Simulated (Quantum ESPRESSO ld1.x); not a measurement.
N V, configuration [He] 3s1 (not the ground configuration). All-electron calculation, non-relativistic Kohn-Sham, LDA (Slater exchange, Perdew-Zunger correlation), spin-polarised, spherical densities, point nucleus; open shells are filled with parallel spins first. Program: ld1.x of Quantum ESPRESSO 7.5.

Radial electron density D(r) = 4 pi r^2 rho(r):

```
   r/bohr * D(r) (the largest magnitude, 7.12, reaches the edge; | marks zero)
  0.02438 |       *
  0.02727 |         *
   0.0305 |           *
  0.03412 |             *
  0.03816 |               *
  0.04268 |                  *
  0.04774 |                      *
   0.0534 |                         *
  0.05973 |                             *
  0.06681 |                                 *
  0.07473 |                                     *
  0.08358 |                                         *
  0.09349 |                                             *
   0.1037 |                                                *
    0.116 |                                                   *
   0.1298 |                                                     *
   0.1452 |                                                      *
   0.1624 |                                                      *
   0.1816 |                                                    *
   0.2031 |                                                *
   0.2272 |                                            *
   0.2541 |                                      *
   0.2842 |                                *
   0.3179 |                          *
   0.3556 |                    *
   0.3978 |              *
   0.4449 |          *
   0.4976 |      *
   0.5566 |    *
   0.6176 |   *
   0.6908 |  *
   0.7727 | *
   0.8642 |*
   0.9667 |*
    1.081 *
    1.209 *
    1.353 *
    1.513 |*
    1.692 | *
    1.893 |  *
    2.117 |   *
    2.368 |   *
    2.649 |   *
    2.963 |  *
    3.314 | *
    3.677 |*
    4.113 |*
      4.6 *
    5.145 *
    5.755 *
    6.437 *
```

D(r) has 2 maxima, at r = 0.149, 2.35 bohr.
